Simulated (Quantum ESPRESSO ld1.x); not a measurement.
Problem. The aim is neutral calcium in [Ar] 4s2. This ld1.x (Quantum ESPRESSO 7.5) run was made with `OMP_NUM_THREADS=1 ld1.x < ld1.in > ld1.out`. Can the result be used? Name any fault.

```
 &input
    zed=20.0,
    iswitch=1,
    rel=1,
    dft='PZ',
    config='[Ar] 4s2',
    tr2=1e-22,
    prefix='ld1',
    max_out_wfc=37,
    file_charge='ld1.rho',
 /
```

Output (excerpt):

```
     Program LD1 v.7.5 starts

     Message from routine scf:
     warning: convergence not achieved
     --------------------------- All-electron run ----------------------------

     scalar relativistic calculation

     atomic number is 20.00
     dft =PZ   lsd =0 sic =0 latt =0  beta=0.20 tr2=1.0E-22
     Exchange-correlation= PZ
                           (   1   1   0   0   0   0   0)
     mesh =1951 r(mesh) =  99.90979 a.u. xmin = -8.00 dx = 0.00800
     1 Ry =  13.60569312 eV, c = 137.03599908

     n l     nl                  e(Ry)          e(Ha)          e(eV)
     1 0     1S 1( 2.00)      -289.4393      -144.7197     -3938.0228
     2 0     2S 1( 2.00)       -30.3638       -15.1819      -413.1206
     2 1     2P 1( 6.00)       -24.5916       -12.2958      -334.5861
     3 0     3S 1( 2.00)        -3.4414        -1.7207       -46.8227
     3 1     3P 1( 6.00)        -2.0563        -1.0281       -27.9772
     4 0     4S 1( 2.00)        -0.2844        -0.1422        -3.8688

     final scf error:  7.5E-21 reached in 201 iterations

     Etot =   -1357.378106 Ry,    -678.689053 Ha,  -18468.069957 eV

     Ekin =    1365.741016 Ry,     682.870508 Ha,   18581.853156 eV
     Encl =   -3227.099356 Ry,   -1613.549678 Ha,  -43906.923522 eV
     Eh   =     572.580661 Ry,     286.290331 Ha,    7790.356766 eV
     Exc  =     -68.600427 Ry,     -34.300213 Ha,    -933.356357 eV
```

Solution. Yes, it can be used (usable despite the warning). The line at issue: tr2=1e-22. The threshold lies below the rounding noise, so the cycle runs to its limit and warns, but the energy differs from the sound run by less than 1e-5 hartree. The sound input gives -678.6891 hartree.
